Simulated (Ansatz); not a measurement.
This geometry of GaH5S (7 atoms, charge 0, multiplicity 1) is a first-order saddle point.

These are results of Ansatz, RKS PBE0/def2-SVP, not measurements.

```xyz
7
Properties=species:S:1:pos:R:3
Ga 0.099 -0.238 -0.109
H -0.114 -0.079 1.608
H 1.548 0.220 -0.437
H -1.275 -0.025 -0.810
S 0.273 -2.570 0.680
H -1.057 -2.802 0.632
H 0.027 -1.170 1.519
```

Question: Which two structures does it join? (They come from a converged band through this point; their orientation in space is the band's.)

Answer: Bonds broken: Ga1–H2, S5–H7. Bonds formed: H2–H7. GaH5S becomes GaH3S + H2.

Image 0:

```xyz
7
Properties=species:S:1:pos:R:3
Ga -0.046 0.099 -0.013
H -0.563 0.540 1.411
H 1.485 0.260 -0.350
H -1.086 -0.049 -1.188
S 0.100 -2.483 0.486
H -1.116 -2.628 1.058
H 0.726 -2.404 1.680
```

Image 6:

```xyz
7
Properties=species:S:1:pos:R:3
Ga 0.099 -0.697 -0.375
H 0.055 0.371 2.168
H 1.485 0.006 -0.524
H -1.310 -0.042 -0.553
S 0.197 -2.868 0.036
H -1.140 -3.052 0.064
H 0.116 -0.384 2.268
```

Question: How far does it lie above each of them?

Answer: 0.67 eV above the first and 1.00 eV above the second. This is the barrier of this one path; another mechanism may lie lower. The orbitals stay closed-shell, which can raise the energy where a bond breaks towards radicals; this wasn't checked here.

Run time: 2.4 min on 1 thread of Arm Neoverse V1, with other jobs on the host, peak memory 0.17 GiB.
